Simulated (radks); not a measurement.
Task: Species: Sm. Configuration: [Xe] 4f6 6s2 (the NIST ground configuration). Calculated with a radial shooting solver on a logarithmic mesh with Libxc functionals: Dirac Kohn-Sham, PBE, spin-unpolarised, spherical densities, finite nucleus; open shells are shared between the two j in proportion to 2j + 1; Fermi nuclear charge, rms radius 5.0819 fm. Some entries of the table are withheld. Estimate them.

orbital,occ.,eigenvalue (eV),r(max) (bohr)
1s1/2,2,-46626.20,0.01449
2s1/2,2,-7615.747,0.08231
2p1/2,2,-7219.034,0.06237
2p3/2,4,-6616.196,0.06800
3s1/2,2,-1668.579,0.2339
3p1/2,2,(1),0.2209
3p3/2,4,(2),0.2329
3d3/2,4,-1079.380,0.1857
3d5/2,6,-1052.869,0.1891
4s1/2,2,-331.5537,0.5398
4p1/2,2,-266.0504,0.5456
4p3/2,4,-239.2580,0.5712
4d3/2,4,-131.4577,0.5828
4d5/2,6,-126.6713,0.5912
5s1/2,2,(3),1.262
5p1/2,2,-25.7014,1.382
5p3/2,4,-22.1785,1.458
6s1/2,2,-3.5827,3.680
4f5/2,2.57143,-2.7743,0.6107
4f7/2,3.42857,-2.2343,0.6159

Result: 
(1) 3p1/2 eigenvalue (eV): -1497.774
(2) 3p3/2 eigenvalue (eV): -1375.704
(3) 5s1/2 eigenvalue (eV): -43.1960
